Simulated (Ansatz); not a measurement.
Reaction (hydrogen abstraction from a Ga–H bond): `[F][GaH][O][SiH3]` + `[SiH3]`• → `[F][Ga][O][SiH3]`• + SiH₄

Gas-phase electronic energies from Ansatz, PBE0-D4/def2-TZVP geometries. CBS: MP2 limit from def2 TZ/QZ plus the TZ coupled-cluster correction, frozen cores. This one scheme is used for every species. Functionals use def2-TZVPP. B3LYP here is the variant with VWN-RPA as its local correlation; programs differ in this. Open shells (•) are unrestricted, without spin–orbit coupling. For Ga outer-core shells are correlated without core-valence functions, which leaves a few kJ/mol of doubt a bond. Scalar relativity is left out up to krypton. Each species was taken in one conformer, which may not be the lowest.

`[F][GaH][O][SiH3]`:

```xyz
8

F    -1.974    0.968    1.216
Ga   -1.685    0.486   -0.443
O    -0.059   -0.140   -0.704
Si    1.300   -0.414    0.170
H    -2.768    0.614   -1.526
H     2.326   -0.983   -0.741
H     1.819    0.850    0.757
H     1.040   -1.380    1.271
```

`[SiH3]`•:

```xyz
4

Si    0.094   -0.098    0.309
H    -1.073    0.809    0.460
H    -0.268   -1.318   -0.458
H     1.247    0.606   -0.311
```

`[F][Ga][O][SiH3]`•:

Cartesian coordinates in Å:
```
F -1.556 2.268 -2.173
Ga -0.599 0.829 -1.851
O -0.313 0.471 -0.129
Si 0.442 -0.636 0.816
H -0.552 -1.283 1.710
H 1.480 0.039 1.637
H 1.098 -1.689 -0.010
```

SiH₄:

Cartesian coordinates in Å:
```
Si 0.000 0.000 0.000
H -1.097 -0.775 -0.633
H 0.762 -0.882 0.919
H -0.574 1.135 0.766
H 0.908 0.522 -1.052
```

```csv
level,ΔE (kJ/mol),difference from CCSD(T)/CBS
PBE-D4,-51.3,-11.0
B97M-V,-42.6,-2.3
B3LYP-D4,-53.2,-12.9
r2SCANh-D4,-44.0,-3.7
CAM-B3LYP-D4,-47.9,-7.6
PBE-QIDH,-43.9,-3.6
PBE0,-47.1,-6.8
B3LYP,-55.2,-14.9
r2SCANh,-44.4,-4.1
CAM-B3LYP,-49.1,-8.8
MP2/def2-TZVPP,-44.2,-3.9
SCS-MP2/def2-TZVPP,-45.6,-5.3
CCSD(T)/def2-TZVPP,-42.6,-2.3
HF/def2-QZVPP,-45.4,-5.1
SCS-MP2/def2-QZVPP,-44.8,-4.5
MP2/CBS(def2),-41.9,-1.6
CCSD(T)/CBS,-40.3,0
```

Q: What do rigid-rotor, harmonic-oscillator terms from PBE0-D4/def2-TZVP frequencies (298.15 K, 1 bar) make of the CCSD(T)/CBS value? (An estimate is asked.)

A: The calculation gave: ΔZPE = +6.1 kJ/mol, ΔH = -34.7 kJ/mol, ΔS = -6 J/(mol·K), ΔG = -33.0 kJ/mol. Open shells count their whole term as degenerate. Modes under 50 cm⁻¹ make the entropy rough.

Largest T1 diagnostic among the species: 0.016.

From PBE to PBE0 (25 % exact exchange), in def2-TZVPP and without D4, ΔE moves by +5.5 kJ/mol. Leaving LDA and LC-ωPBE aside and taking each functional with its dispersion term where it has one, the values, not all of them listed here, spread over 15.7 kJ/mol, from BLYP-D4 to B97M-V. LDA lies +3.8 kJ/mol from PBE without D4.
